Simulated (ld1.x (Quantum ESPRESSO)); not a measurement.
## Transferability test, PAW potential for boron (B)

* Element: boron
* Generator: ld1.x (Quantum ESPRESSO) 7.5
* Type: PAW
* Functional: LDA (PZ)
* Relativity: scalar-relativistic
* Frozen core: [He]
* Valence charge: 3
* Reference configuration: 2s2 2p0.5 (charge +0.5)
* Partial waves: 2s (bound): rcut 0.95, rcutus 1.10 bohr; 2s channel at 1.45 Ry: rcut 0.95, rcutus 1.10 bohr; 2p (bound): rcut 2.00, rcutus 2.30 bohr; 2p channel at 1.9 Ry: rcut 2.00, rcutus 2.30 bohr
* Local potential: all-electron potential smoothed inside 1.50 bohr (lloc = -2)
* Core correction: Bessel-smoothed model core, default radius (core density twice the valence density)
* Augmentation charge: BESSEL, radius 0.80 bohr

Energies are relative to the spin-unpolarised reference configuration 2s2 2p0.5; without spin polarisation the order of configurations can differ from experiment. Spin-polarised rows fill each open shell by Hund’s rule, majority spin first.

```csv
valence configuration,charge,ΔE all-electron (eV),error AE − PS (meV)
2s2 2p0,+1,5.384,+1.1
2s1 2p0,+2,30.688,-6.4
2s1 2p2,0,2.743,+8.5
2s2 2p1.3,-0.3,-3.715,+3.5
2s1 2p1,+1,11.340,+0.9
2s2 2p0.5 (spin-polarised),+0.5,-0.074,+0.1
2s2 2p1 (spin-polarised),0,-3.178,+2.0
```

(1) What are ΔE and the potential's error for 2s0 2p3?

(2) What are ΔE and the potential's error for 2s2 2p1?

Levels in the configuration 2s2 2p0.5 (spin-polarised):

```csv
level,all-electron (eV),pseudo (eV)
2s up,-14.335,-14.335
2p up,-8.459,-8.459
2s down,-13.711,-13.711
```

## Answers

(1) ΔE = 8.458 eV all-electron; the error (AE − PS) is -2.9 meV.

(2) ΔE = -2.943 eV all-electron; the error (AE − PS) is +1.7 meV.
